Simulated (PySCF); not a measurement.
`C=C[C@@H](F)C(=S)N(C)C`, C6H10FNS

Geometry:
```csv
atom,x (Å),y (Å),z (Å)
C1,2.404,0.962,-1.254
C2,1.959,-0.146,-0.694
C3,1.324,-0.224,0.667
F4,1.203,1.027,1.240
C5,-0.007,-0.949,0.593
S6,0.015,-2.560,0.948
N7,-1.099,-0.293,0.197
C8,-2.392,-0.933,0.205
C9,-1.107,1.095,-0.205
H10,2.858,0.955,-2.229
H11,2.347,1.915,-0.753
H12,2.027,-1.106,-1.186
H13,1.973,-0.802,1.339
H14,-3.103,-0.315,0.756
H15,-2.752,-1.070,-0.817
H16,-2.309,-1.907,0.683
H17,-0.181,1.359,-0.711
H18,-1.936,1.250,-0.894
H19,-1.235,1.753,0.658
```

Computed, not measured: GIAO HF/3-21G magnetisability, non-relativistic, IEF-PCM tetrahydrofuran (PySCF). Geometry: GFN2-xTB.

How diamagnetic is it, and how anisotropic?

Isotropic -1553 × 10⁻³⁰ J/T², or -93.5 × 10⁻⁶ cm³/mol; principal values -1607, -1549, -1505 × 10⁻³⁰ J/T², anisotropy 89 × 10⁻³⁰ J/T² (root of half the summed squared differences of the principal values). The susceptibility is in cgs units.

Split it along the inertial axes a, b, c into diamagnetic and paramagnetic parts about the centre of mass, with the quadrupole moment.


| axis | χ (10⁻⁶ cm³/mol) | diamagnetic (10⁻⁶ cm³/mol) | paramagnetic (10⁻⁶ cm³/mol) | summed x² of all electrons (Å²) | quadrupole Θ (D Å) |
| --- | --- | --- | --- | --- | --- |
| a | -93.2 | -783.4 | 690.2 | 228.6 | +0.32 |
| b | -91.2 | -1191.9 | 1100.6 | 132.3 | +1.44 |
| c | -96.2 | -1531.0 | 1434.7 | 52.4 | -1.76 |

Anisotropies 2χaa − χbb − χcc = +1.1 and 2χbb − χaa − χcc = +7.0 × 10⁻⁶ cm³/mol. Θ is traceless in Buckingham's convention.
